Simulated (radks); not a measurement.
Polarisability of neutral germanium, [Ar] 3d10 4s2 4p2, at imaginary frequency. All-electron calculation, scalar-relativistic Kohn-Sham, LDA (Slater exchange, VWN5 correlation), spin-polarised, spherical densities, finite nucleus; open shells are filled with parallel spins first; Fermi nuclear charge, rms radius 4.0742 fm. Program: a radial shooting solver on a logarithmic mesh with Libxc functionals. Response by self-consistent Sternheimer equations with the Hartree and adiabatic LDA kernel, the relativistic mass of each level held fixed and spin-orbit coupling left out.

| w (hartree) | alpha1(iw) (bohr^3) |
|---|---|
| 0.00266 | 44.31 |
| 0.0143 | 44.12 |
| 0.0360 | 43.12 |
| 0.0697 | 40.29 |
| 0.118 | 34.96 |
| 0.186 | 27.76 |
| 0.280 | 20.17 |
| 0.413 | 13.45 |
| 0.605 | 8.312 |
| 0.892 | 4.817 |
| 1.35 | 2.653 |
| 2.12 | 1.390 |
| 3.59 | 0.6690 |
| 6.94 | 0.2621 |
| 17.5 | 0.06058 |

Static values: alpha1 = 44.32 bohr^3 (6.567 angstrom^3; uncoupled 61.77). C6 = 380.6, triple-dipole C9 = 11910 atomic units. One-pole (London) frequency 4 C6 / (3 alpha1^2) = 0.258 hartree, against 0.165 for minus the highest occupied eigenvalue. Recommended static value: 40 bohr^3 (Schwerdtfeger and Nagle, 2023 table).
